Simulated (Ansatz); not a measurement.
Consider the ligand exchange at a W–C bond: `[CH3][W]([NH2])(=[S])=[S]` + HCl → `[NH2][W](=[S])(=[S])[Cl]` + CH₄.

Computed with Ansatz on PBE0-D4/def2-TZVP structures; ΔE is electronic, products minus reactants. CCSD(T)/CBS adds triple-zeta CCSD(T) − MP2 to the extrapolated MP2 energy (def2 sets, frozen cores). This one scheme is used for every species. Functionals use def2-TZVPP. def2 core potentials past Kr. For W outer-core shells are correlated without core-valence functions, which leaves a few kJ/mol of doubt a bond. Each species was taken in one conformer, which may not be the lowest.

CCSD(T)/CBS gives -1.41 eV.

Task: Another level gave -1.42 eV. Which?
A. HF/def2-TZVPP
B. B2PLYP/def2-TZVPP
C. revPBE/def2-TZVPP
D. MP2/def2-TZVPP

Result: A. HF/def2-TZVPP -1.42, revPBE -1.50, MP2/def2-TZVPP -1.59, B2PLYP -1.54 eV.

Task: What do rigid-rotor, harmonic-oscillator terms from PBE0-D4/def2-TZVP frequencies (298.15 K, 1 bar) make of the CCSD(T)/CBS value? (An estimate is asked.)

Result: The calculation gave: ΔZPE = +0.10 eV, ΔH = -1.32 eV, ΔS = -6 J/(mol·K), ΔG = -1.30 eV.

Largest T1 diagnostic among the species: 0.022, so the coupled-cluster value is less sure than usual.

From BLYP to BHLYP (50 % exact exchange), in def2-TZVPP and without D4, ΔE moves by +0.06 eV. Leaving LDA and LC-ωPBE aside and taking each functional with its dispersion term where it has one, the values, not all of them listed here, spread over 0.15 eV, from B97M-V to ωB97M-V. LDA lies +0.05 eV from PBE without D4.
